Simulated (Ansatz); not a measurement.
`[O]=[W](=[O])([F])[F]` + HCl → `[O]=[W](=[O])([F])[Cl]` + H–F  (ligand exchange at a W–F bond)

Calculated with Ansatz (gas phase, PBE0-D4/def2-TZVP geometries, no zero-point term in ΔE). CCSD(T)/CBS is the MP2 limit (def2-TZVPP, def2-QZVPP) plus CCSD(T) − MP2 in def2-TZVPP, frozen cores. This one scheme is used for every species. Functionals use def2-TZVPP. def2 core potentials past Kr. For W outer-core shells are correlated without core-valence functions, which leaves a few kJ/mol of doubt a bond.

`[O]=[W](=[O])([F])[F]`:

```xyz
5

O    -1.355    0.096    1.012
W    -0.002    0.001   -0.001
O    -0.436    0.733   -1.464
F     1.392    0.948    0.761
F     0.401   -1.777   -0.309
```

HCl:

Cartesian coordinates in Å:
```
Cl 0.638 -0.038 -0.016
H -0.638 0.038 0.016
```

`[O]=[W](=[O])([F])[Cl]`:

Z-matrix (Å, degrees):
```
W
O 1 1.692
F 1 1.850 2 109.4
Cl 1 2.254 2 108.9 3 124.3
O 1 1.692 2 106.7 3 -118.3
```

H–F:

Cartesian coordinates in Å:
```
F -0.109 -0.059 0.443
H 0.109 0.059 -0.443
```

```
             level  ΔE (kJ/mol)
         r2SCAN-D4          4.0
SCS-MP2/def2-TZVPP        -10.0
```

**Question.** What does CCSD(T)/CBS give? (Best estimate.)

**Answer.** Computed: -9.4 kJ/mol. The listed levels differ from it by 13.4, -0.6 kJ/mol.

Largest T1 diagnostic among the species: 0.023, so the coupled-cluster value is less sure than usual.

Leaving LDA and LC-ωPBE aside and taking each functional with its dispersion term where it has one, the values, not all of them listed here, spread over 19.1 kJ/mol, from PBE-QIDH to CAM-B3LYP-D4. LDA lies −3.4 kJ/mol from PBE without D4. The D4 term adds −5.2 kJ/mol with B3LYP and −2.8 kJ/mol with PBE0; it sums over pairs of atoms, weighted by their polarisabilities, and B3LYP, whose exchange is more repulsive, gets the larger term.

B3LYP here is the variant with VWN-RPA as its local correlation; programs differ in this.
